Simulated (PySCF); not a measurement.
**Fractional electron number in Tc²⁺ (technetium, charge +2)**

The 4d alpha orbital of [Kr] 4d5 is emptied in steps (occupation f), with all orbitals relaxed, ending at [Kr] 4d4. Computed with PySCF 2.14 in aug-cc-pVTZ-PP with ECP28MDF (6s6p5d3f2g, 88 functions), with scalar relativity through the core potential. The exact energy is a straight line in f; departures are measured from the line between the end points of the same method.

```json
{"f": "1", "UHF (eV)": "0.000", "LDA (eV)": "0.000", "PBE (eV)": "0.000"}
{"f": "0.9", "UHF (eV)": "0.106", "LDA (eV)": "-0.562", "PBE (eV)": "-0.552"}
{"f": "0.7", "UHF (eV)": "0.242", "LDA (eV)": "-1.319", "PBE (eV)": "-1.295"}
{"f": "0.5", "UHF (eV)": "0.282", "LDA (eV)": "-1.579", "PBE (eV)": "-1.547"}
{"f": "0.3", "UHF (eV)": "0.233", "LDA (eV)": "-1.332", "PBE (eV)": "-1.304"}
{"f": "0.1", "UHF (eV)": "0.098", "LDA (eV)": "-0.573", "PBE (eV)": "-0.560"}
{"f": "0", "UHF (eV)": "0.000", "LDA (eV)": "0.000", "PBE (eV)": "0.000"}
```

For UHF, how does the orbital energy at f = 1 compare with the removal energy?

−ε = 30.012 eV against a total-energy difference of 28.821 eV. By Janak's theorem ε = ∂E/∂f, so the gap between them reflects the curvature. Along the path −ε is 29.752 (f = 0.9), 29.257 (f = 0.7), 28.792 (f = 0.5), 28.355 (f = 0.3), 27.943 (f = 0.1) eV.

```
method  E(f=0) − E(f=1) (eV)  −ε at f=1 (eV)  −ε at f=0.5 (eV)
   UHF                28.821          30.012            28.792
   LDA                30.041          23.814            30.002
   PBE                29.855          23.731            29.828
```

Reference removal energy between the ground levels: 29.55 eV (semi-empirical (NIST evaluation); NIST Atomic Spectra Database, ionization energies). The calculation has no spin-orbit coupling. The determinant left behind need not be the lowest term of the ion. UHF lacks correlation.
